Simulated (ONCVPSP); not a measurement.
Potentials for titanium compared

Generated with ld1.x 7.5 (TM, RRKJ, ultrasoft, PAW), atompaw 4.2 or ONCVPSP 4.0.1. The cutoff is in Ry: for ld1.x and atompaw files where the sum of valence levels is converged to 10 mRy in a Bessel basis, for ONCV files where the hardest occupied wave has 1 mHa per electron of residual kinetic energy. The error is the largest all-electron minus pseudo excitation energy over each file’s own four to seven test configurations (ionisations up to +4, promotions, holes and added fractions of an electron), all of which were solved. The labels leave out finer settings (local radius, basis sizes, second energies), which also bear on the numbers. Spin-polarised tests are not counted. The rows are a selection from randomly drawn settings: files with unsolved tests, undetermined cutoffs or missed reference levels are left out.

A true bound ghost makes a file unfit for plane-wave use even where its test errors are small: the radial tests pick states by their node count and pass the ghost by.

| potential | cutoff (Ry) | largest error (meV) | bound ghosts |
| --- | --- | --- | --- |
| ONCV, revPBE, fully relativistic, rc 2.00/1.45/2.30 (spd), local smoothed, core correction yes, reference 3s2 3p6 3d2 4s1, qcut 6.9/9.3/7.6, projectors 2/1/2 | 41 | +181 | none |
| ONCV, LDA (Perdew-Zunger), scalar-relativistic, rc 2.90/1.60/1.70 (spd), local smoothed, core correction no, reference 3p6 3d2.5 4s1.5, qcut 2.5/8.9/8.7, projectors 2/2/1 | 58 | -310 | none |
| ONCV, LDA (Perdew-Wang 92), scalar-relativistic, rc 1.60/2.00/2.05 (spd), local smoothed, core correction no, reference 3s2 3p6 3d2 4s1.5 4p0.5, qcut 6/7.6/6.4, projectors 2/2/2 | 36 | +38 | none |

Question: Fill in the row for Ti: ONCV, PBE, fully relativistic, rc 2.75/2.70/1.55 (spd), local smoothed, core correction yes, reference 3d2 4s1.5, qcut 2.4/2.8/10.9, projectors 1/3/2.

Answer: cutoff 78 Ry, largest error +69 meV, bound ghosts: s.

Question: Fill in the row for Ti: ONCV, PBE, scalar-relativistic, rc 1.45/1.65/1.80 (spd), local smoothed, core correction yes, reference 3s2 3p6 3d2 4s1, qcut 5.9/8/8.8, projectors 2/3/2.

Answer: cutoff 57 Ry, largest error +62 meV, bound ghosts: none.

Question: Fill in the row for Ti: ONCV, PBE, scalar-relativistic, rc 3.54/2.20/1.55/1.95 (spdf), local d, core correction no, reference 3p6 3d2 4s1.5 4p0.5, qcut 2.4/5.5/9.9/5.5, projectors 1/2/0/3.

Answer: cutoff 73 Ry, largest error -21 meV, bound ghosts: s.
